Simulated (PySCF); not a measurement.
**Field gradients at the hydrogen positions**

Compound: C3H9NO2Si.
Z-matrix (Å and degrees, GFN2-xTB geometry), rows numbered from 1:
```
O 
Si  1  1.6243
O   2  1.6273  1  109.37
C   2  1.9014  1  107.36  3   117.85
C   4  1.5384  2  118.41  1   140.60
C   5  1.5313  4   86.92  2   125.38
N   6  1.4645  5   89.99  4   -12.27
H   1  0.9536  2  119.46  3    39.40
H   2  1.4620  1  109.95  3  -119.78
H   3  0.9558  2  116.88  1   138.21
H   4  1.0947  2  112.51  1     8.73
H   5  1.0871  4  113.58  2    11.17
H   5  1.0873  4  116.15  2  -116.88
H   6  1.0939  5  116.76  4  -127.57
H   6  1.0964  5  113.27  4   105.05
H   7  1.0139  4  115.46  2   107.53
```

Level: PBE0/pcSseg-1 (PySCF, non-relativistic); Q(2H) = 0.00286 b; rigid geometry, the same for H and D, with no vibrational averaging.

Question: Rank these positions by the coupling χzz of a deuteron there, largest first.
A. H15 (methylene hydrogen)
B. H10 (hydroxyl hydrogen)
C. H12 (methylene hydrogen)
D. H8 (hydroxyl hydrogen)
E. H9 (Si–H hydrogen)
F. H16 (N–H hydrogen)

Answer: D (345 kHz), B (334 kHz), F (270 kHz), C (210 kHz), A (198 kHz), E (107 kHz).

Question: Give the electric field gradient Vzz (the principal value of largest size), its asymmetry and the 2H coupling at each hydrogen.

Answer: 
| atom | bonded to | bond length (Å) | Vzz (au) | η | χzz (kHz) |
| --- | --- | --- | --- | --- | --- |
| H8 | O1 | 0.954 | 0.5131 | 0.06 | 345 |
| H9 | Si2 | 1.462 | 0.1591 | 0.03 | 107 |
| H10 | O3 | 0.956 | 0.4966 | 0.06 | 334 |
| H11 | C4 | 1.095 | 0.2999 | 0.05 | 202 |
| H12 | C5 | 1.087 | 0.3126 | 0.01 | 210 |
| H13 | C5 | 1.087 | 0.3151 | 0.00 | 212 |
| H14 | C6 | 1.094 | 0.2987 | 0.02 | 201 |
| H15 | C6 | 1.096 | 0.2941 | 0.04 | 198 |
| H16 | N7 | 1.014 | 0.4011 | 0.14 | 270 |

Question: Average by the element that carries the hydrogen.

Answer: on O: 339 kHz over 2 positions, mean bond length 0.955 Å; on Si: 107 kHz over 1 position, mean bond length 1.462 Å; on C: 204 kHz over 5 positions, mean bond length 1.092 Å; on N: 270 kHz over 1 position, mean bond length 1.014 Å.

The structure is a single GFN2-xTB conformer in the gas phase; no vibrational or solvent corrections. GFN2-xTB bond lengths can be off by several hundredths of an ångström, more for odd bonds, and the gradients follow them. With so small a basis the couplings can be 20 % off.
